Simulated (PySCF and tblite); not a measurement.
Results of a calculation; reference values are marked as such.
C₇H₉FO, numbered as in [CH3:1][C@@H:2]1[CH2:3][CH:4]=[C:5]([F:6])[C:7](=[O:8])[CH2:9]1. The ensemble was built from 60 distance-geometry starts (ETKDG and KDG, MMFF94s, GFN2-xTB) and rests on GFN2-xTB geometries. Weights use PBE0-D3(BJ)/pcSseg-1 energies plus GFN2-xTB zero-point and thermal terms (modes under about 100 cm⁻¹ blended into free rotors). Symmetry numbers and mirror images are counted. Conformers within 2 kcal/mol (GFN2-xTB free energy) were kept, 5 at most. GIAO shieldings: PBE0/pcSseg-1. Shifts are against TMS (¹H), TMS (¹³C), CFCl3 (¹⁹F) at the same level; of two unlike H on one atom, a is the less shielded. (PySCF 2.14, tblite 0.8.)

The 6-ring runs over atoms 2–3–4–5–7–9.

```tsv
conformer	shape	point group	mirror pair	ΔE(DFT)	Δ(G−E) at 298.15 K	δ H3a (ppm)
1	6-ring envelope (ring torsions 22, 2, 5, -36, 59, -51°)	C1	no	0.00	0.00	2.28
2	6-ring envelope (ring torsions -21, -1, -6, 36, -58, 49°)	C1	no	0.72	0.14	2.93
```

Energies in kcal/mol; the thermal term leaves out symmetry numbers and mirror images.

(1) Work out the weights at 298.15 K and the ¹H shift of H3a under fast exchange.

Results:

(1) RT = 0.592 kcal/mol. Each conformer gets RT ln(σ/g), with σ the rotational symmetry number and g = 2 for a mirror pair: 1: σ = 1, g = 1, G = 0.00 + 0.00 + 0.00 = 0.00, 0.00 above the lowest, exp(−ΔG/RT) = 1.000; 2: σ = 1, g = 1, G = 0.72 + 0.14 + 0.00 = 0.85, 0.85 above the lowest, exp(−ΔG/RT) = 0.236. The sum is 1.236, so the weights are 80.9, 19.1 %. The averaged shift is 2.40 ppm. At 298.15 K the leading conformer alone gives 2.28 ppm and bare DFT energies give 2.43 ppm.


Conformer gaps in pcSseg-1 on xTB geometries can be 2 kcal/mol off for S=O, P=O and other polar bonds.